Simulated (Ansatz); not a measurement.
Reaction (ligand exchange at the Al–Cl bond): `C=C[CH2][Al]([Cl])[Cl]` + H–F → `C=C[CH2][Al]([F])[Cl]` + HCl

Program: Ansatz. Geometries: PBE0-D4/def2-TZVP. ΔE: electronic, gas phase. CBS: MP2 limit from def2 TZ/QZ plus the TZ coupled-cluster correction, frozen cores. This one scheme is used for every species. Functionals use def2-TZVPP. B3LYP here is the variant with VWN-RPA as its local correlation; programs differ in this. HSE06 is defined as in plane-wave codes. Each species was taken in one conformer, which may not be the lowest.

| level | ΔE (kJ/mol) | difference from CCSD(T)/CBS |
| --- | --- | --- |
| PBE-D4 | -16.7 | 1.2 |
| revPBE-D4 | -14.2 | 3.7 |
| r2SCAN-D4 | -21.7 | -3.8 |
| r2SCANh-D4 | -20.0 | -2.1 |
| CAM-B3LYP-D4 | -27.5 | -9.6 |
| ωB97X-V | -21.9 | -4.0 |
| B3LYP | -29.8 | -11.9 |
| r2SCAN0 | -19.4 | -1.5 |
| HSE06 | -16.7 | 1.2 |
| SCS-MP2/def2-TZVPP | -21.4 | -3.5 |
| CCSD(T)/CBS | -17.9 | 0 |

Largest T1 diagnostic among the species: 0.011.

At CCSD(T), def2-SVP lies −9.1 kJ/mol from the extrapolated value and def2-TZVPP −3.3 kJ/mol. In def2-TZVPP, CCSD(T) changes the Hartree–Fock value by +4.7 kJ/mol (the triples alone add +2.0 kJ/mol) and MP2 by +10.2 kJ/mol. The D4 term adds +7.1 kJ/mol with B3LYP and +4.0 kJ/mol with PBE0; it sums over pairs of atoms, weighted by their polarisabilities, and B3LYP, whose exchange is more repulsive, gets the larger term.
